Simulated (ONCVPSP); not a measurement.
Ge (Z = 32): one change to an ONCV potential, before and after

```json
{"Element": "Ge (Z = 32)", "Generator": "ONCVPSP 4.0.1", "Type": "optimised norm-conserving Vanderbilt (ONCV)", "Functional": "PBEsol", "Relativity": "fully relativistic", "Frozen core": "[Ne]", "Valence charge": "22", "Reference configuration": "3s2 3p6 3d10 4s2 4p2", "Partial waves": "3s+4s: rc 1.20 bohr, ncon 3, nbas 7, qcut 8.1 1/bohr, 2 projectors; 3p+4p: rc 1.00 bohr, ncon 5, nbas 8, qcut 11.9 1/bohr, 3 projectors, debl 1 Ha; 3d: rc 1.25 bohr, ncon 4, nbas 9, qcut 13.2 1/bohr, 2 projectors, debl 2.5 Ha", "Local potential": "polynomial inside 0.85 bohr (lpopt 5, dvloc0 4 Ha)", "Core correction": "Teter function, fcfact 2.75, rcfact 1.05"}
```

Open shells are filled in proportion to 2j + 1.

All-electron outer shells of the reference configuration (PBEsol, scalar-relativistic, ld1.x):

| shell | level (eV) | outermost node (bohr) | outermost maximum (bohr) |
| --- | --- | --- | --- |
| 2s | -1370.64 | 0.06 | 0.18 |
| 2p | -1198.08 | – | 0.14 |
| 3s | -168.12 | 0.26 | 0.54 |
| 3p | -115.43 | 0.23 | 0.54 |
| 3d | -29.31 | – | 0.50 |
| 4s | -11.74 | 0.77 | 1.75 |
| 4p | -3.90 | 0.82 | 2.22 |

Change: functional Wu-Cohen; d: rc 1, qcut 16.5.

Cutoffs: the cutoffs (Ha) at which the residual kinetic energy of the hardest occupied pseudo-wave falls to 1 and 0.1 mHa per electron; they do not see the model core or the augmentation charge, which bear on the density cutoff. Errors are all-electron minus pseudo energies relative to the spin-unpolarised reference configuration.

Task: How do hardness, ghosts and transferability respond?

Result: The potential gets harder (69 Ha and 77 Ha → 107 Ha and 119 Ha); of the 4 tests that both files solve, the error grows in 1 and shrinks in 0 by more than 15 % and 0.3 meV (median size 1.3 → 1.4 meV); neither file shows a bound ghost.

```csv
quantity,base,changed
"cutoff, loose",69 Ha,107 Ha
"cutoff, tight",77 Ha,119 Ha
loose cutoff by channel,"s 23 Ha, p 59 Ha, d 69 Ha","s 23 Ha, p 59 Ha, d 107 Ha"
bound ghosts,none,none
GHOST(+) flags under 300 eV,none,none
"error for 3s2 3p6 3d10 4s2 4p1, meV [ΔE 7.46 → 7.46 eV]",+0.7,+0.7
"error for 3s2 3p6 3d10 4s2 4p0, meV [ΔE 22.91 → 22.95 eV]",+2.0,+2.0
"error for 3s2 3p6 3d10 4s1 4p0, meV [ΔE 57.70 → 57.81 eV]",+2.0,+3.4
"error for 3s2 3p6 3d10 4s2 4p1.5, meV [ΔE 2.81 eV]",+0.3,+0.3
s: phases at 1.22 bohr within 0.05 rad from the reference energy up to (Ha; the scan ends near 5),to the end of the scan,to the end of the scan
p3/2: phases at 1.01 bohr within 0.05 rad from the reference energy up to (Ha; the scan ends near 5),to the end of the scan,to the end of the scan
p1/2: phases at 1.01 bohr within 0.05 rad from the reference energy up to (Ha; the scan ends near 5),to the end of the scan,to the end of the scan
"rms error of d²Exc/dni dnj with the model core, mHa",7.25,7.25
```
